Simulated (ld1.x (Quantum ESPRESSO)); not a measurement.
Ag PAW: all-electron and pseudo phase curves

```json
{
  "Element": "silver (Ag)",
  "Generator": "ld1.x (Quantum ESPRESSO) 7.5",
  "Type": "PAW",
  "Functional": "PBE",
  "Relativity": "fully relativistic",
  "Frozen core": "[Kr]",
  "Valence charge": "11",
  "Reference configuration": "4d10 5s0.75 5p0.25",
  "Partial waves": "5s (bound): rcut 2.30, rcutus 2.50 bohr; 5s channel at 0.2 Ry: rcut 2.30, rcutus 2.50 bohr; 5p (bound): rcut 2.00, rcutus 2.65 bohr; 5p channel at 4.5 Ry: rcut 2.00, rcutus 2.65 bohr; 4d (bound): rcut 1.60, rcutus 1.75 bohr; 4d channel at 4.65 Ry: rcut 1.60, rcutus 1.75 bohr",
  "Local potential": "all-electron potential smoothed inside 1.45 bohr (lloc = -2)",
  "Core correction": "Bessel-smoothed model core, default radius (core density twice the valence density)",
  "Augmentation charge": "BESSEL, radius 1.15 bohr"
}
```

Open shells are filled in proportion to 2j + 1 (rel_dist='average').

The phase is arctan(r·u′/u) with u = r·R(r), unwrapped; energies in Ry, scanned from -3 to 5 Ry. A pole is an energy at which the radial function vanishes at the test radius. The pseudo phase is shifted by a multiple of π to meet the all-electron one at the reference energy, and phase errors are pseudo minus all-electron; the curves can meet again beyond the range given. Levels narrower than the energy grid can be missing from the lists of poles.

```csv
channel,radius (bohr),reference energy (Ry),"poles, all-electron","poles, pseudo",unbroken range about the reference energy with phases within 0.05 rad,phase error 1 Ry above the reference energy (rad)
s,2.91,-0.35,1.00,1.00,the whole range,+0.000
p1/2,2.91,-0.08,1.94,1.93,the whole range,-0.002
p3/2,2.91,-0.07,2.09,2.07,the whole range,-0.003
d3/2,2.91,-0.61,"-0.49, 3.99","-0.49, 3.99",the whole range,+0.001
d5/2,2.91,-0.57,"-0.44, 4.03","-0.44, 4.03",the whole range,+0.001
```

The ghost test of this file was not conclusive.

Phases in the s channel:

| E (Ry) | all-electron | pseudo |
| --- | --- | --- |
| -3.00 | 1.342 | 1.341 |
| -2.76 | 1.328 | 1.328 |
| -2.52 | 1.312 | 1.311 |
| -2.28 | 1.291 | 1.291 |
| -2.04 | 1.266 | 1.266 |
| -1.80 | 1.232 | 1.232 |
| -1.56 | 1.186 | 1.186 |
| -1.32 | 1.118 | 1.118 |
| -1.08 | 1.008 | 1.008 |
| -0.84 | 0.800 | 0.800 |
| -0.60 | 0.349 | 0.349 |
| -0.36 | -0.444 | -0.444 |
| -0.12 | -1.010 | -1.010 |
| 0.12 | -1.269 | -1.269 |
| 0.36 | -1.403 | -1.403 |
| 0.60 | -1.484 | -1.484 |
| 0.84 | -1.541 | -1.540 |
| 1.08 | -1.584 | -1.584 |
| 1.32 | -1.620 | -1.620 |
| 1.56 | -1.652 | -1.652 |
| 1.80 | -1.683 | -1.683 |
| 2.04 | -1.715 | -1.715 |
| 2.28 | -1.750 | -1.750 |
| 2.52 | -1.791 | -1.790 |
| 2.76 | -1.842 | -1.841 |
| 3.00 | -1.911 | -1.909 |
| 3.24 | -2.013 | -2.010 |
| 3.48 | -2.180 | -2.176 |
| 3.72 | -2.491 | -2.487 |
| 3.96 | -3.058 | -3.061 |
| 4.20 | -3.695 | -3.707 |
| 4.44 | -4.077 | -4.090 |
| 4.68 | -4.277 | -4.289 |
| 4.92 | -4.393 | -4.403 |
